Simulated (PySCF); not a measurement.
TDDFT excited states: C4H7FO3S

C4H7FO3S.
SMILES: `C[C@@H]1O[S@](=O)O[C@@]1(C)F`

Method: TDDFT PBE0/def2-SVPD, vertical, gas phase, core orbitals frozen in the response in PySCF. Isolated species at its GFN2-xTB geometry (one conformer only).

Problem. Predict the UV-vis stick spectrum at this level.

Solution. 

```csv
state,E (eV),ν̃ (cm⁻¹),f,"main configurations (H = HOMO, L = LUMO)"
S1,5.89,47540,0.026,H→L (94%)
S2,6.71,54140,0.0029,H-1→L (93%)
S3,7.30,58910,0.0066,H-2→L (87%)
S4,7.55,60860,0.035,"H→L+2 (62%), H-3→L (15%), H→L+1 (8%)"
S5,7.93,63990,0.013,"H-3→L (41%), H→L+1 (21%), H→L+2 (20%)"
S6,7.98,64340,0.0066,"H→L+1 (59%), H-3→L (18%), H-4→L (12%)"
```

Triplets, Tamm–Dancoff:

| state | E (eV) | λ (nm) | main configurations (H = HOMO, L = LUMO) |
| --- | --- | --- | --- |
| T1 | 4.76 | 260.2 | H→L (94%) |
| T2 | 6.20 | 200.0 | H-1→L (79%) |

The lowest singlet comes at 210 nm (569 kJ/mol) in the ultraviolet; it is weak; its leading configuration is HOMO→LUMO (94%). The strongest level in the table is S4 at 7.55 eV (164 nm, f = 0.035). Löwdin shares by element: HOMO oxygen 56%, sulfur 28% (atoms not listed hold the other 16%); LUMO sulfur 49%, oxygen 42%. The oscillator strengths of these states sum to 0.089; summed over the whole spectrum of an exact calculation they would give the number of electrons, 80 (Thomas–Reiche–Kuhn). Weighted by f, the mean energy of these states is 7.12 eV. Orbital energies (eV): HOMO-3 -10.20, HOMO-2 -9.71, HOMO-1 -9.20, HOMO -8.35, LUMO -0.89, LUMO+1 0.50, LUMO+2 0.63. Singlets were solved by full linear response, triplets in the Tamm–Dancoff approximation.
